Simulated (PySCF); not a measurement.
Computed shifts of a molecule C2H7ClOSi, PBE/pcSseg-1 in PySCF, GIAO, gas phase, atoms alike by connectivity averaged where their shifts nearly agree, in ppm (number of nuclei): ¹³C: 68.8 (1), 29.0 (1). ²⁹Si: 0.2 (1). ¹H: 5.64 (2), 4.55 (1), 4.22 (1), 1.92 (1), 1.45 (1), 0.29 (1). References: ¹⁷O against H2O (σ = 334.3 ppm); ¹³C against TMS (σ = 182.0 ppm); ²⁹Si against TMS (σ = 335.4 ppm); ³⁵Cl against HCl (σ = 936.5 ppm); ¹H against TMS (σ = 31.49 ppm), references at their B3LYP-D3(BJ)/def2-TZVP geometries, non-relativistic (without spin–orbit terms, shifts of atoms bonded to Cl or Br come out too high). Coordinates come from a B3LYP-D3(BJ)/def2-SVP optimisation. One conformer was computed; it need not be the lowest.

**Question.** Which structure fits?
A) OCC[SiH2]Cl
B) C[C@@H](O)[SiH2]Cl
C) CC[Si@@H](O)Cl
D) C[Si](C)(O)Cl

**Answer.** A, OCC[SiH2]Cl
